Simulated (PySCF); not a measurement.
Isomers of C8H10NP, mass 151.055 u with the commonest isotopes. Computed with PBE0-D3(BJ)/def2-SVP geometry optimisation, gas phase in PySCF. One conformer each, none proved a minimum here; rigid rotors.

Question: Order these by out-of-plane moment Σ m c² = (Ia + Ib − Ic)/2, smallest first.
A. `[CH2:1]=[P:2]1([c:3]2[cH:4][cH:5][n:6][cH:7][cH:8]2)[CH2:9][CH2:10]1` with C1–P2–C3–C4 -88°
B. `[CH2:1]=[C:2]([CH3:3])[PH:4][c:5]1[cH:6][cH:7][n:8][cH:9][cH:10]1` with C1–C2–P4–C5 123°, C2–P4–C5–C6 132°
C. `[NH2:1][P:2]1[CH2:3][c:4]2[cH:5][cH:6][cH:7][cH:8][c:9]2[CH2:10]1` with H–N1–P2–C3 100° and -34°, N1–P2–C3–C4 70°, P2–C3–C4–C5 -158°, C8–C9–C10–P2 158°, N1–P2–C10–C9 -75°

Answer: C (58.75 u·Å²), B (75.83 u·Å²), A (93.01 u·Å²).

Question: Order these by dipole moment, largest first.
A. `[NH2:1][P:2]1[CH2:3][c:4]2[cH:5][cH:6][cH:7][cH:8][c:9]2[CH2:10]1` with H–N1–P2–C3 100° and -34°, N1–P2–C3–C4 70°, P2–C3–C4–C5 -158°, C8–C9–C10–P2 158°, N1–P2–C10–C9 -75°
B. `[CH2:1]=[C:2]([CH3:3])[PH:4][c:5]1[cH:6][cH:7][n:8][cH:9][cH:10]1` with C1–C2–P4–C5 123°, C2–P4–C5–C6 132°
C. `[CH2:1]=[P:2]1([c:3]2[cH:4][cH:5][n:6][cH:7][cH:8]2)[CH2:9][CH2:10]1` with C1–P2–C3–C4 -88°

Answer: B (2.40 D), C (2.14 D), A (1.36 D).

Question: Order these by radius of gyration √(Σ m r²/M), smallest first.
A. `[CH2:1]=[P:2]1([c:3]2[cH:4][cH:5][n:6][cH:7][cH:8]2)[CH2:9][CH2:10]1` with C1–P2–C3–C4 -88°
B. `[NH2:1][P:2]1[CH2:3][c:4]2[cH:5][cH:6][cH:7][cH:8][c:9]2[CH2:10]1` with H–N1–P2–C3 100° and -34°, N1–P2–C3–C4 70°, P2–C3–C4–C5 -158°, C8–C9–C10–P2 158°, N1–P2–C10–C9 -75°
C. `[CH2:1]=[C:2]([CH3:3])[PH:4][c:5]1[cH:6][cH:7][n:8][cH:9][cH:10]1` with C1–C2–P4–C5 123°, C2–P4–C5–C6 132°

Answer: B (2.204 Å), A (2.316 Å), C (2.384 Å).

```json
{"SMILES": "C=P1(c2ccncc2)CC1", "point group": "–", "Ia (u·Å²)": "198.90", "Ib (u·Å²)": "704.13", "Ic (u·Å²)": "717.00", "κ": "-0.99", "μa (D)": "0.51", "μb (D)": "0.34", "μc (D)": "2.05"}
{"SMILES": "NP1Cc2ccccc2C1", "point group": "–", "Ia (u·Å²)": "201.74", "Ib (u·Å²)": "590.57", "Ic (u·Å²)": "674.81", "κ": "-0.88", "μa (D)": "0.79", "μb (D)": "0.80", "μc (D)": "0.76"}
{"SMILES": "C=C(C)Pc1ccncc1", "point group": "C1", "Ia (u·Å²)": "211.01", "Ib (u·Å²)": "723.29", "Ic (u·Å²)": "782.65", "κ": "-0.94", "μa (D)": "2.22", "μb (D)": "0.02", "μc (D)": "0.90"}
```
